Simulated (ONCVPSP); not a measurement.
Plane-wave convergence, ONCV potential for phosphorus

| Quantity | Value |
| --- | --- |
| Element | phosphorus |
| Generator | ONCVPSP 4.0.1 |
| Type | optimised norm-conserving Vanderbilt (ONCV) |
| Functional | PBEsol |
| Relativity | fully relativistic |
| Frozen core | [Ne] |
| Valence charge | 5 |
| Reference configuration | 3s2 3p3 |
| Partial waves | 3s: rc 1.45 bohr, ncon 4, nbas 7, qcut 5.4 1/bohr, 2 projectors, debl 1.9 Ha; 3p: rc 1.65 bohr, ncon 4, nbas 7, qcut 4.6 1/bohr, 2 projectors, debl 2 Ha; d scattering state at 0.36 Ha: rc 1.25 bohr, ncon 4, nbas 7, qcut 8.5 1/bohr, 1 projector |
| Local potential | polynomial inside 1.10 bohr (lpopt 3, dvloc0 4 Ha) |
| Core correction | Teter function, fcfact 2.25, rcfact 1.6 |

Open shells are filled in proportion to 2j + 1.

Task: For each optimised wave give the share of its norm inside rc, the residual kinetic energy above qcut (Ha) and the cutoffs (Ha) for errors of 10, 1, 0.1 and 0.01 mHa per electron.

Result:

```csv
wave,norm inside rc,residual KE,10 mHa,1 mHa,0.1 mHa,0.01 mHa
3s,0.289,3.6e-05,7.4,10.7,13.4,37.4
s projector 2,0.085,1.1e-03,7.6,17.4,72.7,85.9
3p j=3/2,0.258,1.5e-04,3.0,4.5,11.6,39.0
p projector 2 j=3/2,0.115,6.8e-04,4.6,7.7,62.2,75.7
3p j=1/2,0.261,1.5e-04,3.0,4.5,11.7,39.8
p projector 2 j=1/2,0.115,6.5e-04,4.6,6.7,61.5,75.4
d projector 1 j=5/2,0.097,9.7e-05,16.3,27.0,36.0,96.5
d projector 1 j=3/2,0.097,9.8e-05,16.4,27.1,36.0,96.6
```

The occupied waves need 11 Ha and 13 Ha for 1 and 0.1 mHa.
